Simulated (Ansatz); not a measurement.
**Molecular dynamics of CH5GaO**

Input file:

```yaml
crystal:
  periodic: [false, false, false]
  atoms:
    - { symbol: Ga, position_ang: [-0.010696, -0.014315, -0.055098] }
    - { symbol: O, position_ang: [0.012102, -0.133566, 1.73289] }
    - { symbol: H, position_ang: [-0.848212, -0.192242, 2.159455] }
    - { symbol: H, position_ang: [1.434772, 0.072639, -0.64258] }
    - { symbol: C, position_ang: [-1.729481, -0.00705, -1.007203] }
    - { symbol: H, position_ang: [-2.323822, -0.899337, -0.754044] }
    - { symbol: H, position_ang: [-2.321547, 0.876897, -0.720161] }
    - { symbol: H, position_ang: [-1.584317, 0.015575, -2.096859] }
basis:
  gaussian: { orbitals: def2-SVP }
hamiltonian:
  xc: pbe0
md:
  timestep: 0.5
  n_steps: 166
  ensemble: nve
  temperature: 1000.0
  initial_velocities: maxwell_boltzmann
  seed: 671127
```

Launched with:

```bash
$ ansatz run input.yaml --threads 2 --pin off --max-ram 3072MiB --backend cpu --events-out ev --progress --plain --runs-dir out
```

It starts from a relaxed structure.

Output, in part (one step line in 2, the closing report, with atoms numbered from 0):

```
md step     0: t =     0.00 fs  T =  1000.0 K  F+E_penalty+E_count = -55524.64235603 eV  E_kin = 0.775560 eV  conserved = -55523.86679604 eV  (24 SCF iters)
md step     2: t =     1.00 fs  T =   941.2 K  F+E_penalty+E_count = -55524.59582554 eV  E_kin = 0.729945 eV  conserved = -55523.86588058 eV  (25 SCF iters)
md step     4: t =     2.00 fs  T =   819.9 K  F+E_penalty+E_count = -55524.50054943 eV  E_kin = 0.635889 eV  conserved = -55523.86466028 eV  (25 SCF iters)
md step     6: t =     3.00 fs  T =   728.4 K  F+E_penalty+E_count = -55524.42909766 eV  E_kin = 0.564908 eV  conserved = -55523.86418930 eV  (25 SCF iters)
md step     8: t =     4.00 fs  T =   705.3 K  F+E_penalty+E_count = -55524.41165829 eV  E_kin = 0.546976 eV  conserved = -55523.86468221 eV  (25 SCF iters)
md step    10: t =     5.00 fs  T =   714.3 K  F+E_penalty+E_count = -55524.41967481 eV  E_kin = 0.553959 eV  conserved = -55523.86571597 eV  (25 SCF iters)
md step    12: t =     6.00 fs  T =   679.7 K  F+E_penalty+E_count = -55524.39348223 eV  E_kin = 0.527182 eV  conserved = -55523.86630016 eV  (25 SCF iters)
md step    14: t =     7.00 fs  T =   567.6 K  F+E_penalty+E_count = -55524.30550259 eV  E_kin = 0.440205 eV  conserved = -55523.86529775 eV  (26 SCF iters)
md step    16: t =     8.00 fs  T =   457.1 K  F+E_penalty+E_count = -55524.21823396 eV  E_kin = 0.354544 eV  conserved = -55523.86369045 eV  (26 SCF iters)
md step    18: t =     9.00 fs  T =   455.8 K  F+E_penalty+E_count = -55524.21787550 eV  E_kin = 0.353530 eV  conserved = -55523.86434526 eV  (25 SCF iters)
md step    20: t =    10.00 fs  T =   518.1 K  F+E_penalty+E_count = -55524.26806663 eV  E_kin = 0.401840 eV  conserved = -55523.86622695 eV  (29 SCF iters)
md step    22: t =    11.00 fs  T =   512.4 K  F+E_penalty+E_count = -55524.26372783 eV  E_kin = 0.397386 eV  conserved = -55523.86634161 eV  (29 SCF iters)
md step    24: t =    12.00 fs  T =   420.3 K  F+E_penalty+E_count = -55524.19098539 eV  E_kin = 0.325934 eV  conserved = -55523.86505119 eV  (30 SCF iters)
md step    26: t =    13.00 fs  T =   330.1 K  F+E_penalty+E_count = -55524.12011907 eV  E_kin = 0.255983 eV  conserved = -55523.86413632 eV  (29 SCF iters)
md step    28: t =    14.00 fs  T =   312.1 K  F+E_penalty+E_count = -55524.10630252 eV  E_kin = 0.242080 eV  conserved = -55523.86422210 eV  (30 SCF iters)
md step    30: t =    15.00 fs  T =   362.3 K  F+E_penalty+E_count = -55524.14594331 eV  E_kin = 0.280989 eV  conserved = -55523.86495439 eV  (29 SCF iters)
md step    32: t =    16.00 fs  T =   423.2 K  F+E_penalty+E_count = -55524.19403946 eV  E_kin = 0.328237 eV  conserved = -55523.86580269 eV  (26 SCF iters)
md step    34: t =    17.00 fs  T =   431.5 K  F+E_penalty+E_count = -55524.20062905 eV  E_kin = 0.334624 eV  conserved = -55523.86600514 eV  (26 SCF iters)
md step    36: t =    18.00 fs  T =   379.3 K  F+E_penalty+E_count = -55524.15908653 eV  E_kin = 0.294141 eV  conserved = -55523.86494583 eV  (26 SCF iters)
md step    38: t =    19.00 fs  T =   346.7 K  F+E_penalty+E_count = -55524.13277894 eV  E_kin = 0.268869 eV  conserved = -55523.86391035 eV  (26 SCF iters)
md step    40: t =    20.00 fs  T =   402.6 K  F+E_penalty+E_count = -55524.17707279 eV  E_kin = 0.312267 eV  conserved = -55523.86480597 eV  (25 SCF iters)
md step    42: t =    21.00 fs  T =   487.3 K  F+E_penalty+E_count = -55524.24405132 eV  E_kin = 0.377965 eV  conserved = -55523.86608626 eV  (27 SCF iters)
md step    44: t =    22.00 fs  T =   509.4 K  F+E_penalty+E_count = -55524.26090436 eV  E_kin = 0.395063 eV  conserved = -55523.86584119 eV  (27 SCF iters)
md step    46: t =    23.00 fs  T =   476.5 K  F+E_penalty+E_count = -55524.23445535 eV  E_kin = 0.369544 eV  conserved = -55523.86491151 eV  (26 SCF iters)
md step    48: t =    24.00 fs  T =   452.5 K  F+E_penalty+E_count = -55524.21540051 eV  E_kin = 0.350916 eV  conserved = -55523.86448469 eV  (26 SCF iters)
md step    50: t =    25.00 fs  T =   471.7 K  F+E_penalty+E_count = -55524.23049607 eV  E_kin = 0.365833 eV  conserved = -55523.86466278 eV  (26 SCF iters)
md step    52: t =    26.00 fs  T =   521.2 K  F+E_penalty+E_count = -55524.26948968 eV  E_kin = 0.404244 eV  conserved = -55523.86524606 eV  (26 SCF iters)
md step    54: t =    27.00 fs  T =   555.4 K  F+E_penalty+E_count = -55524.29669291 eV  E_kin = 0.430744 eV  conserved = -55523.86594861 eV  (26 SCF iters)
md step    56: t =    28.00 fs  T =   526.0 K  F+E_penalty+E_count = -55524.27388361 eV  E_kin = 0.407959 eV  conserved = -55523.86592509 eV  (27 SCF iters)
md step    58: t =    29.00 fs  T =   444.3 K  F+E_penalty+E_count = -55524.20928157 eV  E_kin = 0.344557 eV  conserved = -55523.86472464 eV  (26 SCF iters)
md step    60: t =    30.00 fs  T =   397.4 K  F+E_penalty+E_count = -55524.17230129 eV  E_kin = 0.308203 eV  conserved = -55523.86409806 eV  (26 SCF iters)
md step    62: t =    31.00 fs  T =   425.2 K  F+E_penalty+E_count = -55524.19517944 eV  E_kin = 0.329799 eV  conserved = -55523.86538036 eV  (26 SCF iters)
md step    64: t =    32.00 fs  T =   443.1 K  F+E_penalty+E_count = -55524.20989676 eV  E_kin = 0.343653 eV  conserved = -55523.86624388 eV  (27 SCF iters)
md step    66: t =    33.00 fs  T =   388.7 K  F+E_penalty+E_count = -55524.16685869 eV  E_kin = 0.301482 eV  conserved = -55523.86537633 eV  (27 SCF iters)
md step    68: t =    34.00 fs  T =   315.0 K  F+E_penalty+E_count = -55524.10877876 eV  E_kin = 0.244332 eV  conserved = -55523.86444721 eV  (27 SCF iters)
md step    70: t =    35.00 fs  T =   288.4 K  F+E_penalty+E_count = -55524.08818521 eV  E_kin = 0.223705 eV  conserved = -55523.86447989 eV  (26 SCF iters)
md step    72: t =    36.00 fs  T =   310.7 K  F+E_penalty+E_count = -55524.10587182 eV  E_kin = 0.240931 eV  conserved = -55523.86494044 eV  (25 SCF iters)
md step    74: t =    37.00 fs  T =   346.1 K  F+E_penalty+E_count = -55524.13381368 eV  E_kin = 0.268421 eV  conserved = -55523.86539294 eV  (26 SCF iters)
md step    76: t =    38.00 fs  T =   358.8 K  F+E_penalty+E_count = -55524.14390183 eV  E_kin = 0.278264 eV  conserved = -55523.86563746 eV  (26 SCF iters)
md step    78: t =    39.00 fs  T =   335.6 K  F+E_penalty+E_count = -55524.12547652 eV  E_kin = 0.260291 eV  conserved = -55523.86518513 eV  (26 SCF iters)
md step    80: t =    40.00 fs  T =   316.5 K  F+E_penalty+E_count = -55524.10970276 eV  E_kin = 0.245457 eV  conserved = -55523.86424604 eV  (26 SCF iters)
md step    82: t =    41.00 fs  T =   364.9 K  F+E_penalty+E_count = -55524.14750765 eV  E_kin = 0.282992 eV  conserved = -55523.86451563 eV  (26 SCF iters)
md step    84: t =    42.00 fs  T =   458.2 K  F+E_penalty+E_count = -55524.22127370 eV  E_kin = 0.355371 eV  conserved = -55523.86590264 eV  (25 SCF iters)
md step    86: t =    43.00 fs  T =   501.5 K  F+E_penalty+E_count = -55524.25500795 eV  E_kin = 0.388912 eV  conserved = -55523.86609617 eV  (25 SCF iters)
md step    88: t =    44.00 fs  T =   474.8 K  F+E_penalty+E_count = -55524.23336417 eV  E_kin = 0.368258 eV  conserved = -55523.86510616 eV  (25 SCF iters)
md step    90: t =    45.00 fs  T =   442.9 K  F+E_penalty+E_count = -55524.20808300 eV  E_kin = 0.343507 eV  conserved = -55523.86457609 eV  (25 SCF iters)
md step    92: t =    46.00 fs  T =   449.0 K  F+E_penalty+E_count = -55524.21290778 eV  E_kin = 0.348206 eV  conserved = -55523.86470184 eV  (25 SCF iters)
md step    94: t =    47.00 fs  T =   488.6 K  F+E_penalty+E_count = -55524.24392347 eV  E_kin = 0.378966 eV  conserved = -55523.86495716 eV  (25 SCF iters)
md step    96: t =    48.00 fs  T =   540.4 K  F+E_penalty+E_count = -55524.28446721 eV  E_kin = 0.419128 eV  conserved = -55523.86533878 eV  (25 SCF iters)
md step    98: t =    49.00 fs  T =   574.4 K  F+E_penalty+E_count = -55524.31115971 eV  E_kin = 0.445517 eV  conserved = -55523.86564240 eV  (26 SCF iters)
md step   100: t =    50.00 fs  T =   573.1 K  F+E_penalty+E_count = -55524.30969353 eV  E_kin = 0.444492 eV  conserved = -55523.86520184 eV  (25 SCF iters)
md step   102: t =    51.00 fs  T =   571.2 K  F+E_penalty+E_count = -55524.30741653 eV  E_kin = 0.442999 eV  conserved = -55523.86441707 eV  (25 SCF iters)
md step   104: t =    52.00 fs  T =   618.1 K  F+E_penalty+E_count = -55524.34432392 eV  E_kin = 0.479363 eV  conserved = -55523.86496067 eV  (25 SCF iters)
md step   106: t =    53.00 fs  T =   676.6 K  F+E_penalty+E_count = -55524.39086527 eV  E_kin = 0.524746 eV  conserved = -55523.86611973 eV  (25 SCF iters)
md step   108: t =    54.00 fs  T =   673.5 K  F+E_penalty+E_count = -55524.38813913 eV  E_kin = 0.522356 eV  conserved = -55523.86578325 eV  (25 SCF iters)
md step   110: t =    55.00 fs  T =   629.3 K  F+E_penalty+E_count = -55524.35290450 eV  E_kin = 0.488041 eV  conserved = -55523.86486301 eV  (25 SCF iters)
md step   112: t =    56.00 fs  T =   606.7 K  F+E_penalty+E_count = -55524.33535176 eV  E_kin = 0.470496 eV  conserved = -55523.86485562 eV  (25 SCF iters)
md step   114: t =    57.00 fs  T =   611.9 K  F+E_penalty+E_count = -55524.33971308 eV  E_kin = 0.474538 eV  conserved = -55523.86517467 eV  (26 SCF iters)
md step   116: t =    58.00 fs  T =   620.4 K  F+E_penalty+E_count = -55524.34647303 eV  E_kin = 0.481169 eV  conserved = -55523.86530436 eV  (25 SCF iters)
md step   118: t =    59.00 fs  T =   616.2 K  F+E_penalty+E_count = -55524.34335055 eV  E_kin = 0.477918 eV  conserved = -55523.86543246 eV  (27 SCF iters)
md step   120: t =    60.00 fs  T =   588.1 K  F+E_penalty+E_count = -55524.32153234 eV  E_kin = 0.456086 eV  conserved = -55523.86544633 eV  (27 SCF iters)
md step   122: t =    61.00 fs  T =   538.9 K  F+E_penalty+E_count = -55524.28296680 eV  E_kin = 0.417955 eV  conserved = -55523.86501204 eV  (26 SCF iters)
md step   124: t =    62.00 fs  T =   501.7 K  F+E_penalty+E_count = -55524.25378094 eV  E_kin = 0.389093 eV  conserved = -55523.86468776 eV  (26 SCF iters)
md step   126: t =    63.00 fs  T =   497.0 K  F+E_penalty+E_count = -55524.25074694 eV  E_kin = 0.385453 eV  conserved = -55523.86529423 eV  (25 SCF iters)
md step   128: t =    64.00 fs  T =   488.4 K  F+E_penalty+E_count = -55524.24435769 eV  E_kin = 0.378750 eV  conserved = -55523.86560794 eV  (26 SCF iters)
md step   130: t =    65.00 fs  T =   457.7 K  F+E_penalty+E_count = -55524.21990306 eV  E_kin = 0.355002 eV  conserved = -55523.86490103 eV  (25 SCF iters)
md step   132: t =    66.00 fs  T =   446.4 K  F+E_penalty+E_count = -55524.21102182 eV  E_kin = 0.346244 eV  conserved = -55523.86477760 eV  (26 SCF iters)
md step   134: t =    67.00 fs  T =   462.9 K  F+E_penalty+E_count = -55524.22427692 eV  E_kin = 0.359019 eV  conserved = -55523.86525754 eV  (27 SCF iters)
md step   136: t =    68.00 fs  T =   475.1 K  F+E_penalty+E_count = -55524.23369367 eV  E_kin = 0.368442 eV  conserved = -55523.86525197 eV  (25 SCF iters)
md step   138: t =    69.00 fs  T =   476.8 K  F+E_penalty+E_count = -55524.23482008 eV  E_kin = 0.369775 eV  conserved = -55523.86504500 eV  (25 SCF iters)
md step   140: t =    70.00 fs  T =   478.2 K  F+E_penalty+E_count = -55524.23602880 eV  E_kin = 0.370873 eV  conserved = -55523.86515626 eV  (26 SCF iters)
md step   142: t =    71.00 fs  T =   472.9 K  F+E_penalty+E_count = -55524.23207968 eV  E_kin = 0.366769 eV  conserved = -55523.86531034 eV  (27 SCF iters)
md step   144: t =    72.00 fs  T =   453.9 K  F+E_penalty+E_count = -55524.21710025 eV  E_kin = 0.351994 eV  conserved = -55523.86510661 eV  (26 SCF iters)
md step   146: t =    73.00 fs  T =   435.4 K  F+E_penalty+E_count = -55524.20274814 eV  E_kin = 0.337710 eV  conserved = -55523.86503864 eV  (26 SCF iters)
md step   148: t =    74.00 fs  T =   421.8 K  F+E_penalty+E_count = -55524.19260047 eV  E_kin = 0.327141 eV  conserved = -55523.86545951 eV  (25 SCF iters)
md step   150: t =    75.00 fs  T =   392.2 K  F+E_penalty+E_count = -55524.16938020 eV  E_kin = 0.304146 eV  conserved = -55523.86523374 eV  (26 SCF iters)
md step   152: t =    76.00 fs  T =   365.3 K  F+E_penalty+E_count = -55524.14784324 eV  E_kin = 0.283301 eV  conserved = -55523.86454184 eV  (26 SCF iters)
md step   154: t =    77.00 fs  T =   382.7 K  F+E_penalty+E_count = -55524.16165563 eV  E_kin = 0.296789 eV  conserved = -55523.86486629 eV  (26 SCF iters)
md step   156: t =    78.00 fs  T =   422.9 K  F+E_penalty+E_count = -55524.19342664 eV  E_kin = 0.328021 eV  conserved = -55523.86540585 eV  (26 SCF iters)
md step   158: t =    79.00 fs  T =   445.7 K  F+E_penalty+E_count = -55524.21092328 eV  E_kin = 0.345666 eV  conserved = -55523.86525730 eV  (26 SCF iters)
md step   160: t =    80.00 fs  T =   454.6 K  F+E_penalty+E_count = -55524.21749848 eV  E_kin = 0.352573 eV  conserved = -55523.86492539 eV  (25 SCF iters)
md step   162: t =    81.00 fs  T =   471.4 K  F+E_penalty+E_count = -55524.23048604 eV  E_kin = 0.365596 eV  conserved = -55523.86489022 eV  (28 SCF iters)
md step   164: t =    82.00 fs  T =   500.5 K  F+E_penalty+E_count = -55524.25324030 eV  E_kin = 0.388193 eV  conserved = -55523.86504756 eV  (29 SCF iters)
md step   166: t =    83.00 fs  T =   532.2 K  F+E_penalty+E_count = -55524.27795928 eV  E_kin = 0.412767 eV  conserved = -55523.86519213 eV  (25 SCF iters)
Total energy: -55524.27798737 eV, -2040.4795803286 hartree
Atom 0 at     0.006270    -0.019265    -0.062121 Å, force    -0.255335    -0.094924    -0.357212 eV/Å
Atom 1 at    -0.084969    -0.098940     1.704627 Å, force     0.361637     0.070046     0.529235 eV/Å
Atom 2 at    -0.399972     0.459833     2.420234 Å, force    -0.128862    -0.077057    -0.403311 eV/Å
Atom 3 at     1.396096    -0.342396    -0.674231 Å, force     0.272092     0.050573     0.031194 eV/Å
Atom 4 at    -1.724084    -0.030268    -0.980834 Å, force    -0.946362     1.692434     1.957830 eV/Å
Atom 5 at    -1.903079    -1.045329    -1.257468 Å, force    -0.302863    -1.186357    -0.482562 eV/Å
Atom 6 at    -2.446290     0.221117    -0.122699 Å, force     0.649365    -0.424459    -1.091943 eV/Å
Atom 7 at    -1.987018     0.649783    -1.799849 Å, force     0.350328    -0.030256    -0.183232 eV/Å
Dipole moment:    -0.204340     0.276090    -0.043458 e Å
```

The run went to its last step. The conserved energy stayed within 0.39 meV per atom of its start (net change 0.2 meV per atom), so the integration is sound. The temperature averaged 0.51 of the 1000 K drawn at the start: a run that starts near a minimum puts about half its kinetic energy into the potential. A run of 0.083 ps of so small a system gives no equilibrium averages.

The same pairs are bonded in the first frame and the last. Pairs count as bonded within 1.25 times the sum of covalent radii (0.12 Å more for H–H).

Last frame:

```xyz
8
Properties=species:S:1:pos:R:3
Ga 0.006 -0.019 -0.062
O -0.085 -0.099 1.705
H -0.400 0.460 2.420
H 1.396 -0.342 -0.674
C -1.724 -0.030 -0.981
H -1.903 -1.045 -1.258
H -2.446 0.221 -0.123
H -1.987 0.650 -1.800
```

Run time: 5.7 min on 2 threads of Intel(R) Xeon(R) Platinum 8259CL CPU @ 2.50GHz (Skylake/Cascade Lake) (shared host), peak memory 0.19 GiB.
